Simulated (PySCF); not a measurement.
C2H2BF2N, SMILES [C@@H]1(B(F)C=N1)F. Geometry optimised at PBE0-D3(BJ)/def2-SVP. The structure was generated by enumeration; whether it is a known compound was not checked.

Computed equilibrium geometry at PBE0-D3(BJ)/def2-SVP (PySCF confirms it by a frequency run) as Cartesian coordinates in Å:
```xyz
8

F      1.9626    -0.0775     0.0442
B      0.7313     0.2731     0.3294
C     -0.1254     1.5325     0.0777
N     -1.1247     0.7723    -0.2533
C     -0.6554    -0.5029     0.3530
F     -0.8272    -1.5776    -0.4531
H     -0.1246     2.6169    -0.0776
H     -1.1934    -0.6702     1.2989
```
Charge 0, spin multiplicity 1.
